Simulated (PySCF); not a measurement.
Ga(Cl)2(SH) (Cl₂GaHS), SMILES [SH][Ga]([Cl])[Cl].

Geometry: PBE-D3(BJ)/def2-SVP. One conformer was computed; it need not be the lowest.

Level of theory: PBE-D3(BJ)/def2-SVP in PySCF.

Frequencies are harmonic and unscaled.

Computed normal modes with their intensities:
```tsv
mode	ν (cm⁻¹)	IR (km/mol)	moving atoms (share of kinetic energy)
1	103	4.5	S 44 %, Cl 35 %, Ga 17 %
2	120	6.9	Cl 75 %, Ga 17 %, S 8 %
3	127	6.7	Ga 60 %, Cl 26 %, S 14 %
4	263	18.1	H 96 %
5	349	0.6	Cl 60 %, S 38 %
6	440	60.4	Ga 42 %, Cl 41 %, S 15 %
7	447	68.5	Ga 43 %, Cl 41 %, S 16 %
8	691	5.9	H 93 %
9	2614	2.4	H 97 %
```
